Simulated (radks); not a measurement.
The numbers below are computed, except where a source is named.
Problem. These are the eigenvalues of the occupied orbitals of an atom or ion with whole-number occupations (eV). Code: a radial shooting solver on a logarithmic mesh with Libxc functionals. Model: scalar-relativistic Kohn-Sham, AM05, spin-polarised, spherical densities, point nucleus.

1s up: -11030.16
1s down: -11028.52
2s up: -1448.597
2s down: -1447.323
2p up: -1277.824
2p down: -1276.066
3s up: -241.3993
3s down: -237.7845
3p up: -188.3613
3p down: -184.7705
3d up: -100.4298
3d down: -97.1653
4s up: -57.1484
4f up: -14.0051

Which element is it, and in what charge state? The configuration may be excited. Open shells, if any, are filled with parallel spins first.

Solution. Z = 32, germanium, charge +3: Ge3+ in [Ne] 3s2 3p4 3d10 4s1 4f2. The list shows which subshells hold electrons but not how many an open one holds; the 1s level, -405.35 hartree, gives Z - s = 28.5 by -(Z - s)^2/2, which with screening and relativity narrows Z to a few neighbours, and the depths of the outer levels then fix element, charge and occupations together.
